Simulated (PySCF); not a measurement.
Cu(OH)2: multiplets, ligand field and magnetism

The complex Cu(OH)2 (charge 0) contains Cu(II), shell d9. The structure is a PBE0-D3(BJ)/def2-TZVP geometry optimised for multiplicity 2; coordination linear, point group C2h, metal–donor distances 1.74 Å.

```
5

Cu    0.0000    0.0000    0.0000
O     0.0000    0.0000    1.7414
H    -0.8606    0.0000    2.1692
O     0.0000    0.0000   -1.7414
H     0.8606    0.0000   -2.1692
```

Method (PySCF 2.14, density fitting): CASSCF(9,5) with orbitals averaged over all microstates of the shell, strongly contracted NEVPT2 on the averaged canonical orbitals; basis x2c-TZVPall on the metal, x2c-SVPall elsewhere; spin-free X2C; gas phase; spin-orbit coupling by state interaction with the mean-field operator over all roots.

Spin-free states:

```csv
2S+1,deg.,symmetry,free-ion term,CASSCF / cm⁻¹,NEVPT2 / cm⁻¹,f(ED)
2,1,2Ag,2D 1.00,0,0,–
2,1,2Bg,2D 1.00,1351,532,0
2,1,2Ag,2D 1.00,3861,5068,0
2,1,2Bg,2D 1.00,7737,10612,0
2,1,2Ag,2D 1.00,7754,10628,0
```

Energies are counted from the ground state at NEVPT2 level. Weights follow the labels. f(ED) is the electric-dipole oscillator strength from the ground state at the fixed geometry, without vibronic coupling; occupations, where given, run over the ligand-field orbitals from the lowest.

## Ligand-field fit



```json
{"orbital": "1", "CASSCF / cm⁻¹": "0", "NEVPT2 / cm⁻¹": "0", "metal share": "1.00", "main function": "x2-y2 1.00"}
{"orbital": "2", "CASSCF / cm⁻¹": "17", "NEVPT2 / cm⁻¹": "16", "metal share": "1.00", "main function": "xy 1.00"}
{"orbital": "3", "CASSCF / cm⁻¹": "3893", "NEVPT2 / cm⁻¹": "5561", "metal share": "0.97", "main function": "xz 0.99"}
{"orbital": "4", "CASSCF / cm⁻¹": "6402", "NEVPT2 / cm⁻¹": "10096", "metal share": "0.96", "main function": "yz 1.00"}
{"orbital": "5", "CASSCF / cm⁻¹": "7754", "NEVPT2 / cm⁻¹": "10628", "metal share": "0.89", "main function": "z2 0.98"}
```

ζ = 792 cm⁻¹, against 818 for the free ion.

Spin-orbit levels:

```csv
E / cm⁻¹,deg.,make-up,g (S′ = 1/2)
0.0,2,0.70 2Ag + 0.30 2Bg,0.91 1.05 4.87
1339.2,2,0.69 2Bg + 0.28 2Ag,0.31 0.78 1.42
5648.5,2,0.96 2Ag,1.39 1.47 2.19
10305.9,2,0.51 2Bg + 0.49 2Ag,0.03 0.03 6.00
11991.0,2,0.50 2Ag + 0.49 2Bg,0.10 0.13 2.01
```

NEVPT2 lifts 2Bg from 7737 to 10612 cm⁻¹; on the d shell alone such lifts tend to overshoot.

The job took 1.6 s on one thread of Arm Neoverse V2 (shared host), with 86 basis functions, launched as `OMP_NUM_THREADS=1 python lf_run.py task.json out`.
